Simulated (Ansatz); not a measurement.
```yaml
atoms:
  - { symbol: Li, position_ang: [1.0795, 0.0282, 0.0626] }
  - { symbol: Li, position_ang: [-1.0326, 0.0916, -0.0133] }
  - { symbol: F, position_ang: [0.0430, 1.4089, 0.0254] }
  - { symbol: F, position_ang: [-0.0664, -1.3672, -0.0135] }
```

Basis set: STO-3G (spherical functions). Left uncorrelated: 2 orbitals. Charge 0, multiplicity 1.

Computed with Ansatz (development build ahead of 0.2.0); each method stands on the lowest determinant of its kind that the runs found. Restricted open shells among the atoms or ions are ROHF, correlated in semicanonical orbitals with singles.

The atomization energy at this shape (free ground-state atoms in the same class of orbitals less the molecule, no zero-point energy) of singlet Li2F2:

```csv
method,atomization energy
RHF-MP2,1046.2 kJ/mol
```

(1) What does RHF give?

Results:

(1) 816.9 kJ/mol. Caution: the shape is not the minimum.

This basis has no polarisation functions and is too small for such energies, which can lie far from measured ones in either direction.
